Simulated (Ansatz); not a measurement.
A run for Ansatz (a first-principles code): U-CCSD(T)/def2-TZVPP on MgC+, 2S+1 = 4, a spin state set in the input, which need not be the lowest, a point of a bond scan (R = 1.983 Å). Charge +1.

Ansatz 0.2 input:
```yaml
crystal:
  periodic: [false, false, false]
  atoms:
    - {symbol: C, position_ang: [0.00000000, 0.00000000, 0.00000000]}
    - {symbol: Mg, position_ang: [0.00000000, 0.00000000, 1.98271000]}
basis:
  gaussian:
    orbitals: def2-TZVPP
total_charge: 1
magnetization: {spin_polarized: true, initial_magnetization: 3}
correlation: {method: ccsd_t, electrons: valence}
output: {orbitals: {seedname: ./end}}
```

The log:

```
WARN ansatz: RAYON_NUM_THREADS=2 ignored (pool sized by the plan → 2); use --threads N
Functional definition: HF
integrals: 0.04 GiB planned
472 factors; integrals over basis functions are off by at most 1.2e-3 eV
mean field: 0.11 GiB planned
mean field evaluation 1: about -6449.2644 eV, gradient 1.8e1 eV
mean field evaluation 2: about -6449.3309 eV, gradient 1.8e1 eV
mean field evaluation 4: about -6451.2508 eV, gradient 1.5e0 eV
mean field evaluation 8: about -6451.3175 eV, gradient 9.3e-2 eV
mean field evaluation 16: about -6449.2644 eV, gradient 1.8e1 eV
mean field evaluation 32: about -6449.9362 eV, gradient 1.0e-6 eV
mean field evaluation 64: about -6451.3179 eV, gradient 2.3e-6 eV
mean field evaluation 96: about -6447.9636 eV, gradient 5.6e-3 eV
mean field evaluation 128: about -6449.9362 eV, gradient 6.4e-4 eV
mean field evaluation 160: about -6449.9337 eV, gradient 4.2e-1 eV
mean field -6451.31789249 eV, -237.0815596885 hartree, gradient 2.3e-6 eV, S^2 3.754545; 6 other end points of the search recorded, 0 dependent functions left out
determinant -6451.31789249 eV, -237.0815596885 hartree, with singles and doubles -6458.68809885 eV, -237.3524097766 hartree
determinant -6449.93617364 eV, -237.0307824574 hartree, with singles and doubles -6456.84404756 eV, -237.2846421419 hartree
determinant -6447.96357426 eV, -236.9582907675 hartree, with singles and doubles -6455.37548020 eV, -237.2306732866 hartree
2 core orbitals not correlated
reference -6451.31789249 eV, -237.0815596885 hartree; 8, 5 occupied and 53, 56 virtual orbitals, 472 factors
second order -6.75766249 eV of doubles, -0.00000000 eV of singles
coupled cluster: 0.19 GiB planned
cycle   1  -7.32665789 eV  change   -2.8e-1 eV  update   2.1e-2
cycle   2  -7.33814921 eV  change   -1.1e-2 eV  update   6.2e-3
cycle   3  -7.34165295 eV  change   -3.5e-3 eV  update   3.5e-3
cycle   4  -7.34426822 eV  change   -2.6e-3 eV  update   1.5e-3
cycle   5  -7.34519673 eV  change   -9.3e-4 eV  update   6.1e-4
cycle   6  -7.34544755 eV  change   -2.5e-4 eV  update   2.6e-4
cycle   7  -7.34555424 eV  change   -1.1e-4 eV  update   1.1e-4
cycle   8  -7.34559431 eV  change   -4.0e-5 eV  update   4.8e-5
cycle   9  -7.34558846 eV  change    5.8e-6 eV  update   2.6e-5
cycle  10  -7.34559042 eV  change   -2.0e-6 eV  update   1.2e-5
perturbative correction -0.14880178 eV, -0.0054683646 hartree
Total energy: -6458.81228468 eV, -237.3569735219 hartree
```

The calculation finished and met its thresholds.

Cost: very roughly 7 core-seconds.
